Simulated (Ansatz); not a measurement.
Geometry optimisation, RHF/def2-SVP in Ansatz.

Input file:

```yaml
crystal:
  periodic: [false, false, false]
  atoms:
    - { symbol: Ti, position_ang: [0.0, 0.0, 0.0] }
    - { symbol: O, position_ang: [0.0, 0.0, 2.27] }
    - { symbol: H, position_ang: [-0.9095, -0.2814, 2.6071] }
    - { symbol: Cl, position_ang: [2.2349, 0.0, -0.7892] }
    - { symbol: Cl, position_ang: [-1.1163, 1.9339, -0.7892] }
    - { symbol: Cl, position_ang: [-1.1163, -1.9339, -0.7892] }
    - { symbol: H, position_ang: [1.0439, -1.5851, 0.6306] }
    - { symbol: H, position_ang: [0.7967, -1.2098, 1.6134] }
basis:
  gaussian: { orbitals: def2-SVP }
hamiltonian:
  xc: hf
relax:
  f_tol: 0.15
  max_steps: 25
  restrain:
    - { distance: [0, 6], at: 1.7, k: 30.0 }
    - { distance: [7, 1], at: 1.01, k: 30.0 }
    - { distance: [0, 1], at: 3.12, k: 30.0 }
    - { distance: [7, 6], at: 1.86, k: 30.0 }
```

Launched with:

```bash
$ ansatz run input.yaml --threads 2 --pin off --max-ram 3072MiB --backend cpu --events-out ev --progress --plain --runs-dir out
```

Where does it end, and by what steps?

The forces met the threshold. The restraints hold the end off the free minimum. After 21 steps the energy has fallen by 3.365 eV (the restraints' own energy left out); Cl4 moved furthest, 1.34 Å. Parted: Ti1–O2 (2.27 → 3.11 Å), Ti1–H8 (2.17 → 2.98 Å). Joined: O2–H8 (1.59 → 0.97 Å).

```csv
step,energy less start (eV),largest force component (eV/Å),accepted
0,0.0000,3.111,yes
1,0.2878,3.570,yes
2,-0.7483,3.682,yes
3,-1.6767,1.500,yes
4,-2.3936,1.437,yes
5,-2.8092,2.101,yes
6,-3.0687,1.229,yes
7,-3.1591,1.680,yes
8,-3.2078,1.082,yes
9,-3.2120,1.365,no
10,-3.2147,1.299,yes
11,-3.2301,1.373,yes
12,-3.2711,1.206,yes
13,-3.2947,1.646,yes
14,-3.2871,1.977,no
15,-3.3213,1.417,yes
16,-3.3357,1.339,yes
17,-3.3419,1.326,yes
18,-3.3604,1.367,yes
19,-3.3298,1.668,no
20,-3.3609,1.393,yes
21,-3.3648,1.381,yes
```

```xyz
8
Properties=species:S:1:pos:R:3
Ti 0.367 -0.189 -0.521
O -0.563 -0.315 2.446
H -1.061 -1.104 2.606
Cl 1.920 -0.409 -2.030
Cl -0.332 1.872 -0.381
Cl -1.082 -1.835 -0.622
H 1.318 -0.504 0.822
H 0.366 -0.593 2.433
```

Time of the run: 58 s on 2 threads of Arm Neoverse V1, with other jobs on the host, peak memory 0.33 GiB.
